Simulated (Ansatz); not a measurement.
C2H6AlClSi, SMILES `C=[C](Cl)[AlH][SiH3]`, relaxed with RKS PBE-D4/def2-SVP in Ansatz from a rough embedded geometry. The force threshold is 0.03 eV/Å; the program also tests the step.

Total charge 0; spin multiplicity 1.

Start:

```xyz
11

C    -1.817   -0.148    0.744
C    -1.193    0.987    0.587
Cl   -1.862    2.510    1.181
Al    0.606    1.013   -0.245
Si    1.630   -1.018   -0.844
H    -2.861   -0.139    1.245
H    -1.481   -1.090    0.385
H     1.449    2.349   -0.210
H     2.528   -0.877   -1.967
H     2.398   -1.529    0.324
H     0.604   -2.059   -1.200
```

```csv
step,energy (eV),largest force (eV/Å),largest move (Å)
1,-29141.7271,4.046,0.000
2,-29141.9716,1.507,0.128
3,-29141.9822,0.683,0.099
4,-29142.0201,0.278,0.046
5,-29142.0236,0.130,0.013
6,-29142.0257,0.032,0.021
7,-29142.0262,0.021,0.012
```

End:

```xyz
11

C    -1.894   -0.134    0.751
C    -1.172    1.003    0.622
Cl   -1.869    2.527    1.186
Al    0.641    1.078   -0.145
Si    1.642   -1.062   -0.836
H    -2.903   -0.157    1.196
H    -1.469   -1.089    0.398
H     1.393    2.484   -0.253
H     2.561   -0.914   -2.024
H     2.467   -1.637    0.292
H     0.603   -2.099   -1.188
```

It took 9 s on 4 threads of an Arm Neoverse V2 on a shared host, with 0.16 GiB of host memory at the peak.
